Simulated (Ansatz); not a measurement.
Start from `N[Si](N)(F)Cl` and change one atom or group to get `N[Si](F)([SiH3])Cl`.

Ansatz, PBE0-D4/def2-TZVP geometries, multiplicity 1. Each molecule was computed in one conformer, which needn't be the lowest.

```
                                                                                  property  `N[Si](N)(F)Cl`
                                            size of the dipole moment (PBE/def2-TZVPP) / D             2.46
                                                       HOMO–LUMO gap (PBE/def2-TZVPP) / eV             6.38
                                            zero-point energy (PBE0-D4/def2-TZVP) / kJ/mol            152.9
                                                     LUMO energy (ωB97M-V/def2-TZVPP) / eV             2.10
                                          size of the dipole moment (B3LYP/def2-TZVPP) / D             2.48
ideal-gas entropy at 298 K and 1 bar (rigid rotor, harmonic PBE0-D4/def2-TZVP) / J/(mol·K)              342
```

Give the same properties after the change, and the shifts. (Best estimate.)

Ansatz gave: 
```
                                                                                  property  `N[Si](F)([SiH3])Cl`  shift
                                            size of the dipole moment (PBE/def2-TZVPP) / D                  2.31  -0.15
                                                       HOMO–LUMO gap (PBE/def2-TZVPP) / eV                  5.60  -0.78
                                            zero-point energy (PBE0-D4/def2-TZVP) / kJ/mol                 147.2   -5.7
                                                     LUMO energy (ωB97M-V/def2-TZVPP) / eV                  1.55  -0.55
                                          size of the dipole moment (B3LYP/def2-TZVPP) / D                  2.35  -0.13
ideal-gas entropy at 298 K and 1 bar (rigid rotor, harmonic PBE0-D4/def2-TZVP) / J/(mol·K)                   380     38
```

With PBE0 the HOMO falls by 0.08 eV and the LUMO falls by 0.93 eV, so the gap narrows by about 0.85 eV. PBE moves the HOMO by -0.15 eV and ωB97M-V by 0.08 eV. The zero-point energy changes by -5.7 kJ/mol with +3 modes. Dipoles are sizes alone; their direction can turn.

B3LYP here is the variant with VWN-RPA as its local correlation; programs differ in this.
